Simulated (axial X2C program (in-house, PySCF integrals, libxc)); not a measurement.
## GaSe⁻: from Re and ωe to a spectrum

A bond curve at the CCSD(T) level, two-component, was computed with an in-house all-electron X2C program for linear molecules (integrals from PySCF) (basis Se dyall-acv3z [9s10p7d5f1g], Ga dyall-acv3z [10s10p8d5f1g] (cores contracted in-house)) for the state Ω = 0 (closed shell). Its fit gives Re = 2.2841 Å, ωe = 310.3 cm⁻¹, ωexe = 0.734 cm⁻¹ and αe = 3.046e-04 cm⁻¹; the masses are 79.9165 and 68.9256 u. Two-component means X2C with spin–orbit coupling and atomic mean-field Coulomb and Gaunt terms.

Correlated methods: 10 electrons correlated (number of frozen shells: Se 3 s, 2 p, 1 d; Ga 3 s, 2 p, 1 d), 338 virtual spin orbitals or spinors in MP2, 90 natural virtuals in coupled cluster.

Problem. Find the reduced mass, Be and the force constant.

Solution. From the CCSD(T) values: μ = 37.0076 u. Be = 16.8576/(μ Re²) = 0.08731 cm⁻¹. k = 5.8918×10⁻⁷ μ ωe² = 2.1 mdyn/Å.

Problem. Estimate De from a Morse curve and compare with the computed well depth of 3.758 eV to Se- + Ga.

Solution. De(Morse) = ωe²/(4ωexe) = 4.066 eV against 3.758 eV computed, a ratio of 1.08. For De the Morse form works well here.

Problem. Give B0, the J = 1←0 line in GHz and the most populated J at 300 K (kT = 208.5 cm⁻¹).

Solution. B0 = Be − αe/2 = 0.08716 cm⁻¹; 2B0 = 5.226 GHz; J(max) ≈ √(kT/2B0) − 1/2 = 34.1, so J = 34.

Problem. Where do the fundamental and the first overtone lie?

Solution. ν(1←0) = ωe − 2ωexe = 308.8 cm⁻¹; ν(2←0) = 2ωe − 6ωexe = 616.2 cm⁻¹.

Problem. Estimate the centrifugal constant by the Kratzer relation.

Solution. D = 4Be³/ωe² = 2.77e-08 cm⁻¹.

Occupations by symmetry block were frozen at the best pattern of an incomplete PBE0 search. De is counted from the lowest determinant-based energies of the atoms at the same level, without counterpoise correction. Coupled cluster ran in a truncated set of natural virtual spinors; the MP2 energy of the rest was added. (T) has no such correction and the atoms are truncated less, which lowers De at CCSD(T) by a hundredth of an eV or more. With the outer-core shells frozen, correlated bond lengths of heavy atoms tend to come out a few hundredths of an ångström too long.
